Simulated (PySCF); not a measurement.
# Levels of Se¹⁵⁺ from EOM-EA-GCCSD

Reference: closed-shell Se¹⁶⁺, [Ar]; one electron is added. Calculated with PySCF 2.14, two-component X2C-1e with screened spin-orbit coupling, an uncontracted even-tempered set (19 s from 0.48 bohr⁻², ratio 2.6; 14 p from 0.62 bohr⁻², ratio 2.6; 6 d from 0.64 bohr⁻², ratio 2.8; 3 f from 16 bohr⁻², ratio 2.8); frozen [Ne]; the 64 highest virtual spinors dropped; of the others 50 kept and the rest restored at second order. No Breit or QED terms. Binding energies in eV.

| level | Koopmans | second order | EOM-CCSD |
| --- | --- | --- | --- |
| 3d3/2 | 515.60 | 517.06 | 516.84 |
| 3d5/2 | 514.23 | 515.66 | 515.45 |

For comparison, the ionisation energy of Se¹⁵⁺ is 517 ± 3 eV (theoretical estimate listed by NIST; NIST Atomic Spectra Database, ionization energies).

Only part of the computed levels is shown.
